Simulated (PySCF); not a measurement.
## Polarisability and C₆ of Co²⁺ (cobalt, charge +2)

[Ar] 3d6 4s1, high-spin 6D determinant (an excited configuration). Computed with PySCF 2.14 in aug-cc-pVQZ (9s8p6d4f3g2h, 140 functions), with the non-relativistic Hamiltonian (point nucleus). Coupled (time-dependent) response in atomic units; α is the mean over directions.

```csv
method,mean α (bohr³),"α xx, yy, zz",C₆ (like pair),S(−4)
PBE0,14.96,"14.61, 14.61, 15.68",54.11,202.3
```

S(−4) is the Cauchy moment in α(ω) = α(0) + S(−4) ω² + …

α(iu) at PBE0:

| u (hartree) | α(iu) (bohr³) |
| --- | --- |
| 0 | 14.96 |
| 0.0500 | 14.48 |
| 0.100 | 13.21 |
| 0.200 | 9.969 |
| 0.300 | 7.337 |
| 0.500 | 4.438 |
| 0.750 | 2.897 |
| 1.00 | 2.153 |
| 1.50 | 1.426 |
| 2.00 | 1.055 |
| 3.00 | 0.6635 |
| 5.00 | 0.3394 |

A single London oscillator, α(iu) = α/(1 + u²/ω²), gives C₆ = (3/4) ω α². Matching the computed C₆ needs ω = 4 × 54.11 / (3 × 14.96²) = 0.322 hartree.

For an ion, C₆ is the dispersion term alone; charge-induced terms of lower order in 1/R come first.

The components differ because the open shell of this determinant is not spherical; for a pure term their mean is the scalar polarisability.
